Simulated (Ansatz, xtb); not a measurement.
System: SiCl₂, charge 0, multiplicity 3. This is an excited triplet: at this geometry the singlet lies 2.12 eV lower at RI-MP2/CBS(aug-cc-pV(T+d)Z,aug-cc-pV(Q+d)Z)+[CCSD(T)-MP2]/aug-cc-pV(T+d)Z. SMILES: [Si](Cl)Cl
Geometry from a B3LYP-D3(BJ)/def2-TZVP (Ansatz, an electronic-structure program) optimisation:
```
Si
Cl 1 2.0628
Cl 1 2.0628 2 118.36
```
Charge 0, spin multiplicity 3.

Harmonic wavenumbers from GFN2-xTB (xtb, at its own minimum), cm⁻¹: 113, 387, 485.

Task: Give the harmonic wavenumbers at B3LYP-D3(BJ)/def2-TZVP (Ansatz, finite differences of forces, unscaled).

Result: 154, 466, 577 cm⁻¹. Zero-point energy 1.7 kcal/mol.

Task: From these and the geometry, give the ideal-gas thermochemistry at 298.15 K and 1 atm (rigid rotor, harmonic oscillator).

Result: Point group C2v, rotational symmetry number 2. Rotational constants 22.49, 2.271, 2.063 GHz. S(trans) 39.69, S(rot) 24.15, S(vib) 3.86, S(elec, spin only) 2.18, S 69.9 cal/(mol K). H(298) - H(0) 3.03 kcal/mol; G - E(el) -16.1 kcal/mol.
